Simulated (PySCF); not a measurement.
## Dipole response of Tc⁺ (technetium, charge +1)

[Kr] 4d5 5s1, high-spin 7S determinant. Calculation: PySCF 2.14, in ANO-RCC-VTZP (7s6p4d2f1g, 68 functions); scalar relativity by spin-free X2C-1e. Coupled (time-dependent) response in atomic units; α is the mean over directions. The basis has no added diffuse functions, which lowers α and C₆.

```tsv
method	mean α (bohr³)	C₆ (like pair)	S(−4)
M06-2X	37.50	277.2	857.5
M06	34.61	239.5	830.2
```

S(−4) is the Cauchy moment in α(ω) = α(0) + S(−4) ω² + …

α(iu) at M06:

| u (hartree) | α(iu) (bohr³) |
| --- | --- |
| 0 | 34.61 |
| 0.0500 | 32.69 |
| 0.100 | 28.28 |
| 0.200 | 19.62 |
| 0.300 | 14.22 |
| 0.500 | 9.029 |
| 0.750 | 6.234 |
| 1.00 | 4.714 |
| 1.50 | 3.002 |
| 2.00 | 2.064 |
| 3.00 | 1.127 |
| 5.00 | 0.4779 |

For an ion, C₆ is the dispersion term alone; charge-induced terms of lower order in 1/R come first.
